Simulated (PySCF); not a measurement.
**Electron correlation in La (lanthanum, neutral)**

[Xe] 5d2 6s1, high-spin 4F determinant (an excited configuration). Calculation: PySCF 2.14, in cc-pVDZ-X2C; the spin-free X2C one-electron Hamiltonian (Gaussian nucleus). Frozen: [Kr] 4d10; 11 electrons correlated.

| level | correlation energy (mhartree) |
| --- | --- |
| CCSD | -240.29 |
| (T) | -8.28 |
| CCSD(T) | -248.57 |

Diagnostics: T1 = 0.014, D1 = 0.0558, largest double amplitude 0.032.

Problem. Is a single reference adequate?

Solution. Yes, within this model without spin-orbit coupling: T1 lies below 0.03 and no double amplitude reaches 0.07.
